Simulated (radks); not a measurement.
The numbers below are computed, except where a source is named.
Task: Coherent X-ray form factor from a spherical all-electron density. Code: a radial shooting solver on a logarithmic mesh with Libxc functionals. Model: non-relativistic Kohn-Sham, r2SCAN, spin-polarised, spherical densities, point nucleus; meta-GGA in the generalised Kohn-Sham scheme.

| sin(theta)/lambda (1/angstrom) | f0 (electrons) |
|---|---|
| 0.05 | 2.887 |
| 0.1 | 2.610 |
| 0.15 | 2.294 |
| 0.2 | 2.030 |
| 0.25 | 1.841 |
| 0.3 | 1.710 |
| 0.4 | 1.525 |
| 0.5 | 1.357 |
| 0.6 | 1.186 |
| 0.8 | 0.866 |
| 1 | 0.615 |
| 1.25 | 0.398 |
| 1.5 | 0.261 |
| 2 | 0.120 |

The species is in the configuration that NIST lists as its ground one. Which atom or ion scatters so?

Result: The beryllium ion Be+, [He] 2s1. Extrapolating in s^2 from the first two rows gives f0(0) = 3.0, near the electron count 3; among species with that count, the fall with angle is slower the higher Z, and the table is that of Z = 4; from so few rows the species is fixed only to a neighbour or two.
